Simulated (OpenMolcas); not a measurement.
Sn+: effect of correlating more closed shells

```
Program             : OpenMolcas
Basis               : ANO-R2 [7s6p4d2f1g]
Scalar Hamiltonian  : X2C, finite nucleus
Active space        : 3 electrons in 8 orbitals (5s 5p 6s 6p)
State averaging     : 2S+1 = 4 odd, 3 roots; 2S+1 = 2 odd, 9 roots; 2S+1 = 4 even, 3 roots; 2S+1 = 2 even, 9 roots
Spin-orbit coupling : RASSI with atomic mean-field integrals over the reference wave functions, term energies averaged over their components
```

Methods on the same reference wave functions:
A. CASSCF
B. MS-CASPT2, IPEA 0.25 Eh, imaginary shift 0.1 Eh (closed shells correlated: 4d)
C. MS-CASPT2, IPEA 0.25 Eh, imaginary shift 0.1 Eh (closed shells correlated: 4s 4p 4d)

Energies in cm-1 above 5s2 5p 2P* 1/2, the measured ground level; measured values from NIST Handbook of Basic Atomic Spectroscopic Data.

```
         Level      A      B      C  Measured
5s2 5p 2P* 1/2    0.0    0.0    0.0       0.0
5s2 5p 2P* 3/2   3704   3900   3890      4251
 5s 5p2 4P 1/2  38839  46380  46720     46464
 5s 5p2 4P 3/2  40320  47880  48220     48368
 5s 5p2 4P 5/2  42413  49900  50240     50730
 5s 5p2 2D 3/2  64856  62630  62860     58844
 5s 5p2 2D 5/2  65604  63490  63710     59463
```

Deviations, from unrounded energies. A percentage is the sum of absolute deviations over the sum of measured energies, with the sign that they share, or ± where signs differ.

```json
{"Against measurement": "mean absolute deviation (cm-1)", "Levels": "6", "A": "6100", "B": "1600", "C": "1600"}
{"Against measurement": "fine structure of the ground term (%)", "Levels": "1", "A": "-12.9", "B": "-8.4", "C": "-8.5"}
{"Against measurement": "other configurations (%)", "Levels": "5", "A": "±13.7", "B": "±3.5", "C": "±3.5"}
```

B, C lie about equally close to measurement and A furthest from it. The largest miss of C in the table is 5s 5p2 2D 5/2, by +4200 cm-1. The ranking rests on the paired levels alone, and a cruder setting can come out closer through cancelling errors.

Between B and C the level of the table that moves most is 5s 5p2 4P 3/2, by 340 cm-1 (lowest in B, highest in C). Moves below CASPT2's spread within the term are not significant.

The two smallest mean deviations differ by little beside CASPT2's spread within terms, so their order carries little weight.

The lowest spin-free term lies below A's lowest term by 0.458 hartree in B, 0.673 hartree in C.

What an inner shell adds also hangs on whether the basis holds functions to correlate it.

CASPT2 breaks the degeneracy within a term, and the mean is taken; among the terms shown or strongly mixed into the levels shown the widest spread is 46 cm-1 (5s 5p2 2D, C). Over all roots computed the reference weight is 0.88 to 0.93 in B, 0.86 to 0.92 in C; the roots of lowest weight are the least certain, and an intruder state may touch them. The run also gave levels led by 5s 5p 6s, 5s2 6p, which use shells meant for correlation; these and all levels above them are left out. Terms of s pⁿ other than that of highest spin mix with s² pⁿ⁻² d, which this space lacks; all of them can be thousands of cm-1 off, and some have no real level of that name. Measured partners are found by configuration, term and J. A level has none where our copy of the source lacks it or the pairing is in doubt (some pairs that miss far off the trend of their configuration count as doubtful), and it then counts in no deviation. Levels of configurations outside the active space are missing. The table leaves out levels that lie high or whose names do not pair safely across all columns.

* marks odd parity.
